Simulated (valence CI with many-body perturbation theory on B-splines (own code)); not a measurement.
# Ba43+: one-electron terms

Calculated by valence CI with perturbative core correlation (CI+MBPT): three valence electrons over a frozen Dirac-Fock core [Ne], radial functions for each j: 11 s, 11 p, 9 d, 7 f, 5 g, 2 h, 1 i, with the one-electron correlation potential Σ1, the two-electron term Σ2, the three-electron term Σ3, Breit, model QED; selected CI, second order for the rest (own B-spline code, finite nucleus).

The last digits are not significant, and no measured levels were compared; by estimate large intervals hold to a few tenths of a per cent, small ones and those within an open d or f shell to about a per cent.

These are the spectroscopic orbitals of the CI (the correlating ones are not listed), shaped by the core and the other valence electrons. h is the expectation value of the core's Dirac-Fock operator, without the valence repulsion; Σ1 is computed up to l = 3 at one energy for each symmetry, that of its lowest orbital but kept below the first core excitation, so for empty shells it is not the orbital's own correlation shift; Breit and QED include the response of the core.

| Orbital | h (hartree) | Σ1 (cm⁻¹) | Breit (cm⁻¹) | QED (cm⁻¹) | ⟨r⟩ (bohr) |
| --- | --- | --- | --- | --- | --- |
| 3s1/2 | -133.9 | -6740 | 17421 | 13609 | 0.2611 |
| 4s1/2 | -72.842 | -2273 | 6805 | 5476 | 0.4819 |
| 5s1/2 | -45.706 | -1041 | 3260 | 2677 | 0.7730 |
| 6s1/2 | -31.328 | -569 | 1827 | 1510 | 1.131 |
| 3p1/2 | -130.01 | -8641 | 29129 | -26.9 | 0.2474 |
| 4p1/2 | -71.222 | -2848 | 11395 | 0.2 | 0.4728 |
| 5p1/2 | -44.893 | -1314 | 5569 | 2.3 | 0.7669 |
| 6p1/2 | -30.864 | -721 | 3144 | 2.0 | 1.129 |
| 3p3/2 | -126.22 | -7876 | 17332 | 1323 | 0.2558 |
| 4p3/2 | -69.68 | -2663 | 6721 | 536 | 0.4840 |
| 5p3/2 | -44.118 | -1242 | 3473 | 268 | 0.7809 |
| 6p3/2 | -30.421 | -685 | 1962 | 153 | 1.145 |
| 3d3/2 | -121.31 | -9580 | 13395 | -468 | 0.2207 |
| 4d3/2 | -67.813 | -2675 | 4830 | -160 | 0.4541 |
| 5d3/2 | -43.203 | -1192 | 2300 | -75.4 | 0.7551 |
| 3d5/2 | -120.44 | -8899 | 6384 | 39.9 | 0.2232 |
| 4d5/2 | -67.436 | -2477 | 2281 | 46.9 | 0.4573 |
| 5d5/2 | -43.009 | -1105 | 1108 | 29.0 | 0.7590 |
| 4f5/2 | -66.437 | -2351 | 472 | -68.1 | 0.3998 |
| 5f5/2 | -42.514 | -1140 | 323 | -37.0 | 0.7044 |
| 4f7/2 | -66.279 | -2276 | 118 | 23.0 | 0.4014 |
| 5f7/2 | -42.433 | -1100 | 80.4 | 9.6 | 0.7062 |
| 5g7/2 | -42.348 |  | 10.7 | -15.2 | 0.6209 |
| 5g9/2 | -42.301 |  | 1.5 | 11.2 | 0.6220 |

Among the shells of the start configuration 3s2 3p1, Σ1 is largest in size for 3p1/2, where it is 0.030 % of h.

Lowest root of each symmetry, sizes in configuration state functions:

```csv
J,Parity,Roots,Reference,Variational,Second order,Change by selected CI (cm⁻¹),Change by second order (cm⁻¹)
1/2,even,9,58,7112,6256,-3694,0
3/2,even,13,92,12174,8693,-2044,0
5/2,even,12,94,13960,11771,-3199,-1
7/2,even,6,67,12359,13685,-5014,-2
9/2,even,4,41,9313,13679,-5553,-3
1/2,odd,7,55,6594,6759,-3940,0
3/2,odd,12,89,11521,9370,-3768,0
5/2,odd,9,86,12570,13128,-4065,-1
7/2,odd,5,63,11293,10329,-4519,-2
9/2,odd,2,33,8476,14481,-2787,-3
```
